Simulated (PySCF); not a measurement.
A GIAO shielding run with PySCF 2.14.0 with density-fitted response routines (density fitting, non-relativistic, gas phase) on SMILES C([Si@@H](O[SiH3])Cl)C1CC1, C4H11ClOSi2:

```
$ OMP_NUM_THREADS=1 python probes_run.py task.json out

{"job": {"kind": "nmr", "xc": "PBE0", "basis": "pcSseg-1"}, "charge": 0, "multiplicity": 1}
Si     3.817857     0.382175    -0.899959
O      2.416711    -0.411021    -0.476503
Si     1.052052    -0.264845     0.436285
Cl     1.336874     1.314894     1.764475
C     -0.423275     0.143270    -0.627818
C     -1.690474     0.310977     0.177272
C     -3.037064     0.098592    -0.448327
C     -2.513898    -0.887256     0.555396
H      4.535122    -0.472810    -1.885399
H      3.494475     1.698619    -1.526302
H      4.677929     0.598532     0.298930
H      0.879722    -1.499020     1.242861
H     -0.536277    -0.665021    -1.372057
H     -0.186754     1.059063    -1.197976
H     -1.634768     1.103689     0.931342
H     -3.857552     0.757808    -0.153004
H     -3.063102    -0.205892    -1.498677
H     -2.190531    -1.866606     0.189778
H     -2.969070    -0.912073     1.548833
```

Hardware: 1 thread of an Intel Xeon 6975P-C, shared host. The job also computes population analyses, field gradients, ring-centre shieldings.

(1) How large is the calculation?

(2) How long does it take, and how much memory does it need?

(3) And these other runs on the same molecule and hardware: GIAO shielding at HF/pcSseg-1?

Results:

(1) 88 electrons, 212 basis functions and 1170 auxiliary functions.

(2) 39 s of wall time, with 13 SCF cycles and 4 response iterations; peak memory 0.98 GiB. Times on a shared host scatter by some tens of per cent.

(3) HF/pcSseg-1: 212 functions, 16 s.
